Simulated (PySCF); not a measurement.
C3H8FNSi, SMILES CC/N=C/[SiH2]F.

Coordinates come from a PBE0-D3(BJ)/def2-SVP optimisation. The structure was generated by enumeration; whether it is a known compound was not checked. One conformer was computed; it need not be the lowest.

Two levels are set side by side: PBE/def2-TZVP (PySCF) and HF/def2-TZVP (PySCF). Same geometry, gas phase. Differences are taken from unrounded values.

```json
[
 {"quantity": "orbital gap (eV)", "HF": "13.70"},
 {"quantity": "highest occupied level (eV)", "HF": "-10.95"},
 {"quantity": "lowest empty level (eV)", "HF": "2.75"},
 {"quantity": "dipole moment (D)", "HF": "1.90"},
 {"quantity": "mean polarisability (bohr³)", "HF": "65.9"}
]
```

**Question.** What does PBE give, and how far is it from HF? (The exact figures need the calculation; the answer reports its results.)

**Answer.** 
```csv
quantity,PBE,PBE minus HF
orbital gap (eV),3.79,-9.91
highest occupied level (eV),-5.98,4.97
lowest empty level (eV),-2.19,-4.94
dipole moment (D),1.94,0.04
mean polarisability (bohr³),74.3,8.5
```

Without exact exchange PBE keeps part of each electron's self-repulsion, which lifts occupied levels and narrows the gap. Loosely held outer electrons make PBE densities more polarisable. Differences between two approximate levels are no errors against the true value.

Rough cost on one machine, each run with all the roots and properties that it gave: HF against PBE about 1/3.
